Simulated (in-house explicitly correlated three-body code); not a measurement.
Computed with an exponentially correlated three-body code. Model: two electrons around a point charge, non-relativistic, variational in 260 exponentially correlated functions (energies converged to about 1e-7 hartree, or 1e-8 relative for large Z).

For two electrons in a singlet the Kohn-Sham orbital is the square root of half the density, so the exact Kohn-Sham potential and energy parts follow from the density alone, and exchange is minus half the Hartree energy. The Kohn-Sham level equals minus the binding energy of the second electron.

Command:
```bash
python run_hyl.py task.json out
```
Settings (lengths in bohr, energies in hartree):
```
Z                      3.98
interaction_strength   1
functions              260
states_tried           13
```

Cost of the run: 38 s on 1 thread of AMD EPYC 7R13 Processor (Zen 3) (shared host).

**Converged states only, values per electron or pair.**

Given: nuclear charge 3.98.

```csv
term,mean r (bohr),mean r squared (bohr²),mean inverse r (1/bohr),mean r12 (bohr),mean inverse r12 (1/bohr),mean cosine,mean p1 dot p2 (bohr⁻²),delta r1 (bohr⁻³),delta r12 (bohr⁻³)
1 1S,0.41659,0.23468,3.6678,0.62227,2.1784,-0.033104,0.41788,16.927,1.4962
2 3S,1.0698,1.904,2.3933,1.8212,0.64839,-0.010195,0.027907,10.797,-
2 1S,?,?,?,?,?,?,?,?,?
2 3P,0.98396,1.6202,2.3739,1.6676,0.73681,-0.062002,-0.69661,9.8975,-
2 1P,1.0405,1.8347,2.3584,1.7401,0.74079,0.022643,0.61253,10.059,0.040332
3 3S,2.2635,9.8708,2.1642,4.174,0.3063,-0.0031691,0.0078871,10.245,-
3 1S,2.3781,10.988,2.1584,4.3996,0.31974,-0.0041557,0.010099,10.225,0.061579
3 3P,2.2214,9.6262,2.1588,4.0941,0.32803,-0.016043,-0.17213,9.9986,-
3 1P,2.3035,10.402,2.1545,4.2485,0.33074,0.005996,0.17128,10.039,0.013521
4 3S,?,?,?,?,?,?,?,?,-
4 1S,4.1139,34.772,2.0844,7.8624,0.1817,-0.0017796,0.0042594,10.113,0.025742
4 3P,3.9617,32.404,2.0845,7.5611,0.18489,-0.0064458,-0.06802,10.02,-
4 1P,4.0708,34.287,2.0827,7.7754,0.18621,0.0024202,0.07066,10.036,0.0059271
```

Q: What belongs in the row 2 1S?

A: mean r (bohr): 1.1468; mean r squared (bohr²): 2.2357; mean inverse r (1/bohr): 2.3719; mean r12 (bohr): 1.9604; mean inverse r12 (1/bohr): 0.70077; mean cosine: -0.013142; mean p1 dot p2 (bohr⁻²): 0.033741; delta r1 (bohr⁻³): 10.697; delta r12 (bohr⁻³): 0.20981.

Q: What belongs in the row 4 3S?

A: mean r (bohr): 3.9605; mean r squared (bohr²): 32.102; mean inverse r (1/bohr): 2.0867; mean r12 (bohr): 7.557; mean inverse r12 (1/bohr): 0.17641; mean cosine: -0.0013384; mean p1 dot p2 (bohr⁻²): 0.0032401; delta r1 (bohr⁻³): 10.12.

**Exact Kohn-Sham parts of the ground state from its density.**

Computed: total energy -13.5084562 hartree; Kohn-Sham kinetic 13.467 hartree; Hartree energy 4.5282 hartree; exchange energy -2.2641 hartree; DFT correlation energy -0.044262 hartree; exact minus restricted Hartree-Fock -0.044255 hartree; Kohn-Sham level -152.06 eV; restricted Hartree-Fock level -152.38 eV; dipole polarisability 0.053445 bohr³; C6 of two such species 0.011589 hartree·bohr⁶.

Q: What is the potential part of the DFT correlation energy?

A: -0.08572 hartree.

Q: What is the kinetic part of the DFT correlation energy?

A: 0.041458 hartree.

**Functionals on the exact density and self-consistent, errors are functional minus exact, hybrids only self-consistent, a dash where a self-consistent run leaves the top level unbound.**

| result | exchange error (millihartree) | correlation error (millihartree) | functional driven error (millihartree) | density driven error (millihartree) | self consistent total error (millihartree) | top level plus exact binding (eV) |
| --- | --- | --- | --- | --- | --- | --- |
| r2SCAN0 | - | - | - | - | -0.72845 | 14.223 |
| PW91 | 31.857 | -9.1737 | 22.684 | -1.2622 | 21.422 | 21.248 |
| B3LYP VWN-RPA | - | - | - | - | 1.1612 | 16.538 |
| SCAN | -4.3805 | 2.7037 | -1.6768 | -0.30457 | -1.9814 | 19.261 |
| HSE06 | - | - | - | - | 23.939 | 16.257 |
| TPSS | -3.9765 | -2.6663 | -6.6428 | -0.31928 | -6.9621 | 19.94 |
| AM05 | 245.46 | -86.628 | 158.83 | -1.5173 | 157.31 | 22.83 |
| RPBE | 0.29399 | -1.7405 | -1.4465 | -1.3052 | -2.7517 | 21.284 |
| PBE0 | - | - | - | - | 26.714 | 15.859 |
| BP86 | 11.709 | -4.2918 | 7.4176 | -0.76899 | 6.6486 | 21.287 |
| revTPSS | -3.4445 | -5.1898 | -8.6343 | -0.2034 | -8.8377 | 19.595 |
| PBE | 38.7 | -1.7405 | 36.96 | -1.225 | 35.735 | 21.508 |
| BLYP | ? | ? | ? | ? | ? | ? |
| OLYP | ? | ? | ? | ? | ? | ? |
| PBEsol | 136.87 | -14.327 | 122.54 | -1.2599 | 121.28 | 22.392 |
| LDA VWN5 | 318.29 | -106.67 | 211.61 | -2.2562 | 209.36 | 22.961 |
| LDA PW92 | 318.29 | -105.88 | 212.41 | -2.2631 | 210.14 | 22.972 |
| M06-L | -25.551 | -4.6255 | -30.176 | -2.2904 | -32.466 | 19.029 |
| r2SCAN | -4.3805 | 2.7037 | -1.6768 | -0.30457 | -1.9814 | 19.261 |
| wB97X | - | - | - | - | -22.333 | 14.031 |

Q: What belongs in the row BLYP?

A: exchange error (millihartree): 11.709; correlation error (millihartree): -4.7729; functional driven error (millihartree): 6.9365; density driven error (millihartree): -1.5047; self consistent total error (millihartree): 5.4318; top level plus exact binding (eV): 21.087.

Q: What belongs in the row OLYP?

A: exchange error (millihartree): 7.8908; correlation error (millihartree): -4.7729; functional driven error (millihartree): 3.1179; density driven error (millihartree): -1.4576; self consistent total error (millihartree): 1.6602; top level plus exact binding (eV): 21.166.

**Density and exact potentials over r, pair density (one pair, times 4 pi r12^2) and exact minus Kohn-Sham pair density over r12.**

```json
{"radius (bohr)": "0.0526", "radial density (electrons/bohr)": "0.77631", "exchange potential (hartree)": "-3.5878", "intracule density (1/bohr)": "0.053211", "Coulomb hole against Kohn-Sham (1/bohr)": "-0.01315", "correlation potential (hartree)": "-0.04"}
{"radius (bohr)": "0.0611", "radial density (electrons/bohr)": "0.97983", "exchange potential (hartree)": "-3.5633", "intracule density (1/bohr)": "0.07168", "Coulomb hole against Kohn-Sham (1/bohr)": "-0.01706", "correlation potential (hartree)": "-0.036"}
{"radius (bohr)": "0.071", "radial density (electrons/bohr)": "1.2243", "exchange potential (hartree)": "-3.5318", "intracule density (1/bohr)": "0.096438", "Coulomb hole against Kohn-Sham (1/bohr)": "-0.02198", "correlation potential (hartree)": "-0.032"}
{"radius (bohr)": "0.0826", "radial density (electrons/bohr)": "1.5134", "exchange potential (hartree)": "-3.4915", "intracule density (1/bohr)": "0.12967", "Coulomb hole against Kohn-Sham (1/bohr)": "-0.02808", "correlation potential (hartree)": "-0.027"}
{"radius (bohr)": "0.096", "radial density (electrons/bohr)": "1.8417", "exchange potential (hartree)": "-3.441", "intracule density (1/bohr)": "0.17333", "Coulomb hole against Kohn-Sham (1/bohr)": "-0.03534", "correlation potential (hartree)": "-0.021"}
{"radius (bohr)": "0.112", "radial density (electrons/bohr)": "2.214", "exchange potential (hartree)": "-3.3764", "intracule density (1/bohr)": "0.23209", "Coulomb hole against Kohn-Sham (1/bohr)": "-0.044", "correlation potential (hartree)": "-0.014"}
{"radius (bohr)": "0.13", "radial density (electrons/bohr)": "2.5954", "exchange potential (hartree)": "-3.2995", "intracule density (1/bohr)": "0.30553", "Coulomb hole against Kohn-Sham (1/bohr)": "-0.05326", "correlation potential (hartree)": "-0.007"}
{"radius (bohr)": "0.151", "radial density (electrons/bohr)": "2.9795", "exchange potential (hartree)": "-3.206", "intracule density (1/bohr)": "0.39888", "Coulomb hole against Kohn-Sham (1/bohr)": "-0.06289", "correlation potential (hartree)": "0"}
{"radius (bohr)": "0.175", "radial density (electrons/bohr)": "3.3309", "exchange potential (hartree)": "-3.0962", "intracule density (1/bohr)": "0.51235", "Coulomb hole against Kohn-Sham (1/bohr)": "-0.0717", "correlation potential (hartree)": "0.007"}
{"radius (bohr)": "0.204", "radial density (electrons/bohr)": "3.6313", "exchange potential (hartree)": "-2.9623", "intracule density (1/bohr)": "0.65368", "Coulomb hole against Kohn-Sham (1/bohr)": "-0.07862", "correlation potential (hartree)": "0.014"}
{"radius (bohr)": "0.237", "radial density (electrons/bohr)": "?", "exchange potential (hartree)": "?", "intracule density (1/bohr)": "?", "Coulomb hole against Kohn-Sham (1/bohr)": "?", "correlation potential (hartree)": "?"}
{"radius (bohr)": "0.275", "radial density (electrons/bohr)": "3.8715", "exchange potential (hartree)": "-2.6435", "intracule density (1/bohr)": "0.9822", "Coulomb hole against Kohn-Sham (1/bohr)": "-0.07758", "correlation potential (hartree)": "0.022"}
{"radius (bohr)": "0.32", "radial density (electrons/bohr)": "?", "exchange potential (hartree)": "?", "intracule density (1/bohr)": "?", "Coulomb hole against Kohn-Sham (1/bohr)": "?", "correlation potential (hartree)": "?"}
{"radius (bohr)": "0.372", "radial density (electrons/bohr)": "3.4619", "exchange potential (hartree)": "-2.2552", "intracule density (1/bohr)": "1.2995", "Coulomb hole against Kohn-Sham (1/bohr)": "-0.04603", "correlation potential (hartree)": "0.022"}
{"radius (bohr)": "0.432", "radial density (electrons/bohr)": "3.016", "exchange potential (hartree)": "-2.0483", "intracule density (1/bohr)": "1.3934", "Coulomb hole against Kohn-Sham (1/bohr)": "-0.02005", "correlation potential (hartree)": "0.02"}
{"radius (bohr)": "0.502", "radial density (electrons/bohr)": "2.458", "exchange potential (hartree)": "-1.838", "intracule density (1/bohr)": "1.4087", "Coulomb hole against Kohn-Sham (1/bohr)": "0.007727", "correlation potential (hartree)": "0.016"}
{"radius (bohr)": "0.584", "radial density (electrons/bohr)": "1.8513", "exchange potential (hartree)": "-1.6299", "intracule density (1/bohr)": "1.3253", "Coulomb hole against Kohn-Sham (1/bohr)": "0.03102", "correlation potential (hartree)": "0.011"}
{"radius (bohr)": "0.678", "radial density (electrons/bohr)": "1.282", "exchange potential (hartree)": "-1.434", "intracule density (1/bohr)": "1.1466", "Coulomb hole against Kohn-Sham (1/bohr)": "0.04364", "correlation potential (hartree)": "0.007"}
{"radius (bohr)": "0.788", "radial density (electrons/bohr)": "0.79931", "exchange potential (hartree)": "-1.2507", "intracule density (1/bohr)": "0.89569", "Coulomb hole against Kohn-Sham (1/bohr)": "0.04362", "correlation potential (hartree)": "0.005"}
{"radius (bohr)": "0.916", "radial density (electrons/bohr)": "0.44212", "exchange potential (hartree)": "-1.0844", "intracule density (1/bohr)": "0.62038", "Coulomb hole against Kohn-Sham (1/bohr)": "0.03345", "correlation potential (hartree)": "0.003"}
{"radius (bohr)": "1.07", "radial density (electrons/bohr)": "0.20739", "exchange potential (hartree)": "-0.93214", "intracule density (1/bohr)": "0.36593", "Coulomb hole against Kohn-Sham (1/bohr)": "0.01906", "correlation potential (hartree)": "0.002"}
{"radius (bohr)": "1.24", "radial density (electrons/bohr)": "0.086244", "exchange potential (hartree)": "-0.80571", "intracule density (1/bohr)": "0.18818", "Coulomb hole against Kohn-Sham (1/bohr)": "0.00787", "correlation potential (hartree)": "0.001"}
```

Q: What belongs in the row 0.237?

A: radial density (electrons/bohr): 3.8212; exchange potential (hartree): -2.8116; intracule density (1/bohr): 0.81236; Coulomb hole against Kohn-Sham (1/bohr): -0.0812; correlation potential (hartree): 0.019.

Q: What belongs in the row 0.32?

A: radial density (electrons/bohr): 3.7543; exchange potential (hartree): -2.4554; intracule density (1/bohr): 1.1534; Coulomb hole against Kohn-Sham (1/bohr): -0.06591; correlation potential (hartree): 0.023.

The density-driven part is never positive, since each functional's own density lowers its energy. Here it is small beside the functional-driven part (median ratio 0.056), the normal case.
